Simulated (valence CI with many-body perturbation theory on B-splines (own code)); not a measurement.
## Sm⁵⁴⁺: calculated level list

Level of theory: valence CI with perturbative core correlation (CI+MBPT): six valence electrons over a frozen Dirac-Fock core [He], a basis of 9 s, 9 p, 8 d, 6 f, 3 g, 1 h functions for each j, with the one-electron correlation potential Σ1, the two-electron term Σ2, the three-electron term Σ3, Breit, model QED; selected CI, second order for the rest, scaled by the run's own slope (own B-spline code, finite nucleus).

No measured spectrum was set against this ion. As an estimate, large intervals hold to a few tenths of a per cent, small ones and those within an open d or f shell to about a per cent. Among the levels kept, up to 2100 cm⁻¹ of a level comes from second order outside the variational space, and about a tenth of that is noise between levels of different J, which matters for small intervals.

Levels 46 to 64 of 64, with energies above the lowest level, (2s^2 2p1/2^2 2p3/2^2) J=2. "Leading %" is the weight of the configuration and term that name the level; weights of strongly mixed levels are sums over their largest components and can fall short, and the name can then belong to a minority configuration. In the jj column 3d3/2^4 stands for four electrons in 3d with j = 3/2. Lifetimes count E1, E2, E3, M1 and M2 decay at the calculated energies, and are blank where another channel may lead or the interval is too uncertain; long ones can be off by a factor of two.

```tsv
No.	Configuration	Term	J	E (Ry)	Leading %	Lifetime	g	Leading jj
46	2s2.2p3.3p	3D	3	506.36	62	302 fs	1.302	2s^2 2p1/2 2p3/2^2 3p3/2 (83 %)
47	2s2.2p3.3p	3P	1	507.46	71	87.0 fs	1.433	2s^2 2p1/2 2p3/2^2 3p3/2 (91 %)
48	2s2.2p3.3p	1D	2	508.68	45	199 fs	1.167	2s^2 2p1/2 2p3/2^2 3p3/2 (93 %)
49	2s2.2p3.3p	3P	1	508.78	30	48.6 fs	1.617	2s^2 2p1/2 2p3/2^2 3p3/2 (69 %)
50	2s2.2p3.3p	3D	2	509.84	40	434 fs	1.147	2s^2 2p1/2 2p3/2^2 3p3/2 (97 %)
51	2s.2p4.3s	3S	1	511.32	30	17.9 fs	1.606	2s 2p1/2^2 2p3/2^2 3s (80 %)
52	2s.2p4.3p	5P°	2	511.34	30	5.48 fs	1.585	2s 2p1/2^2 2p3/2^2 3p1/2 (94 %)
53	2s.2p4.3p	3D°	3	511.36	35	2.25 fs	1.309	2s 2p1/2^2 2p3/2^2 3p1/2 (88 %)
54	2s.2p4.3s	3P	2	511.53	49	48.8 fs	1.364	2s 2p1/2^2 2p3/2^2 3s (93 %)
55	2s.2p4.3s	3P	1	511.68	30	13.5 fs	1.284	2s 2p1/2^2 2p3/2^2 3s (78 %)
56	2s2.2p3.3d	5D°	1	511.97	46	9.62 fs	1.029	2s^2 2p1/2 2p3/2^2 3d3/2 (99 %)
57	2s2.2p3.3d	3F°	2	512.13	38	20.5 fs	1.084	2s^2 2p1/2 2p3/2^2 3d3/2 (95 %)
58	2s2.2p3.3d	5D°	0	512.14	54	6.78 fs		2s^2 2p1/2 2p3/2^2 3d3/2 (98 %)
59	2s.2p4.3s	1S	0	512.55	63	19.8 fs		2s 2p1/2^2 2p3/2^2 3s (99 %)
60	2s2.2p3.3d	3G°	3	512.65	35	24.4 fs	1.096	2s^2 2p1/2 2p3/2^2 3d3/2 (91 %)
61	2s2.2p3.3d	3G°	4	513.63	52	4.10 ps	1.037	2s^2 2p1/2 2p3/2^2 3d3/2 (100 %)
62	2s2.2p3.3d	3P°	2	514.56	33	1.39 fs	1.213	2s^2 2p1/2 2p3/2^2 3d3/2 (91 %)
63	2s2.2p3.3d	3F°	3	514.70	36	1.79 fs	1.161	2s^2 2p1/2 2p3/2^2 3d3/2 (92 %)
64	2s2.2p3.3d	3P°	1	514.81	32	1.06 fs	1.335	2s^2 2p1/2 2p3/2^2 3d3/2 (87 %)
```
